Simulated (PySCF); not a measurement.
C6H11N3Si.
Z-matrix (Å and degrees, GFN2-xTB geometry), rows numbered from 1:
```
C 
C   1  1.3185
C   2  1.5021  1  124.01
N   3  1.4373  2  110.09  1   117.81
N   4  1.3154  3  122.51  2    82.94
C   5  1.3254  4  104.84  3  -177.38
C   6  1.4827  5  123.43  4  -179.36
C   6  1.4123  5  108.03  4     0.20
Si  8  1.8671  6  130.40  5  -179.78
N   4  1.3084  3  122.67  2   -93.83
H   1  1.0764  2  121.84  3  -179.18
H   1  1.0776  2  121.84  3     1.19
H   2  1.0815  1  121.26  3   178.14
H   3  1.0943  2  110.25  1  -123.67
H   3  1.0915  2  110.83  1    -1.16
H   7  1.0892  6  110.17  5  -122.61
H   7  1.0867  6  109.78  5    -2.07
H   7  1.0895  6  110.14  5   118.31
H   9  1.4584  8  109.33  6  -177.34
H   9  1.4679  8  108.04  6   -56.39
H   9  1.4678  8  108.36  6    61.45
```

NICS is the negative of the GIAO shielding at a point without a nucleus: at the ring centre (0) and 1 Å above and below it (1); zz is the component along the ring normal. Level: GIAO PBE0/pcSseg-1 (PySCF, non-relativistic, gas phase) on the GFN2-xTB geometry, one conformer.

Ring bond lengths (Å), with Mayer bond orders in brackets: N4–N5 1.315 (1.21), N5–C6 1.325 (1.49), C6–C8 1.412 (1.27), C8–N10 1.331 (1.45), N10–N4 1.308 (1.25).

**Question.** What do the NICS probes read (ppm)?

**Answer.** 
```
           ring                                                 type  NICS(0)  NICS(1), two faces  NICS(1)zz, two faces  rms pucker (Å)  centre to ring atoms, mean (Å)
N4–N5–C6–C8–N10  5-membered ring with 3 N; formal bonds all aromatic    -12.3       -13.1 / -13.1         -31.5 / -32.4            0.00                            1.14
```

**Question.** What can be read from them?

**Answer.** 
- N4–N5–C6–C8–N10: mean NICS(1)zz -31.9 ppm, shielded, aromatic by this magnetic criterion (flat ring, no four-coordinate atom).

**Question.** What does the geometric index give? HOMA takes Krygowski's 1993 parameters.

**Answer.** 
- N4–N5–C6–C8–N10: HOMA 0.97; the largest term is that of C6–C8, α(R − Ropt)² = 0.15. The geometric and the magnetic index point the same way.

**Question.** Give the inner angles of the rings and the Hirshfeld charges of the ring atoms.

**Answer.** 
- N4–N5–C6–C8–N10: N4 114.8° (+0.095 e), N5 104.8° (-0.140 e), C6 108.0° (+0.026 e), C8 106.9° (-0.092 e), N10 105.5° (-0.131 e); sum 540.0° against 540° for a flat convex ring.

**Question.** How shielded are the nuclei of the rings and their hydrogens (means over atoms taken as equivalent)?

**Answer.** 
| atoms | environment | σ isotropic (ppm) |
| --- | --- | --- |
| N4 | pyrrole-type nitrogen | -15.6 |
| N5 | pyridine-type nitrogen | -87.8 |
| C6 | substituted aromatic carbon | 30.0 |
| C8 | substituted aromatic carbon | 47.9 |
| N10 | pyridine-type nitrogen | -115.7 |

Rough CPU time on one thread of a shared machine: about 2.4 min. This is the whole shielding run at PBE0/pcSseg-1, SCF included.
